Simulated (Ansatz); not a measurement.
Ansatz (a program for electronic structure) input (wB97M-V/def2-TZVPD):

Ansatz 0.2 input:
```yaml
crystal:
  periodic: [false, false, false]
  atoms:
    - {symbol: B, position_ang: [-1.54576958, 0.10378063, -0.17963293]}
    - {symbol: Br, position_ang: [0.34039482, -0.02285359, 0.03955707]}
    - {symbol: H, position_ang: [-1.96624912, 0.99399433, -0.83634538]}
    - {symbol: H, position_ang: [-2.21872151, -0.71302173, 0.35001253]}
basis:
  gaussian:
    orbitals: def2-TZVPD
hamiltonian:
  xc: {name: wB97M-V}
output: {forces: true}
```

End of the output:

```
integrals: 0.05 GiB planned
716 factors; their error is unknown
integrals: 0.09 GiB planned
205 factors; integrals over basis functions are off by at most 4.1e-5 eV
0.20 GiB of the device are held for the grids
1.46 GiB of device memory are held for the factors and their scratch space
mean field: 0.67 GiB planned
mean field evaluation 1: about -70750.7790 eV, gradient 9.0e0 eV
mean field evaluation 2: about -70750.9992 eV, gradient 2.0e0 eV
mean field evaluation 4: about -70751.0131 eV, gradient 3.1e-1 eV
mean field evaluation 8: about -70751.1981 eV, gradient 2.8e-2 eV
mean field evaluation 16: about -70751.1981 eV, gradient 1.9e-5 eV
mean field -70751.19807887 eV, -2600.0585725141 hartree, gradient 1.9e-5 eV, S^2 0.000000; 0 other end points of the search recorded, 0 dependent functions left out
the calculation of the forces begins
reference -70751.19813754 eV, -2600.0585746699 hartree; 21, 21 occupied and 91, 91 virtual orbitals, 716 factors
Total energy: -70751.19813754 eV, -2600.0585746699 hartree
Atom 0 at    -1.545770     0.103781    -0.179633 Å, force     0.147670    -0.009914     0.017161 eV/Å
Atom 1 at     0.340395    -0.022854     0.039557 Å, force    -0.185541     0.012457    -0.021562 eV/Å
Atom 2 at    -1.966249     0.993994    -0.836345 Å, force     0.015870    -0.021999     0.016606 eV/Å
Atom 3 at    -2.218722    -0.713022     0.350013 Å, force     0.022001     0.019456    -0.012205 eV/Å
Dipole moment:    -0.135839     0.009120    -0.015786 e Å
```
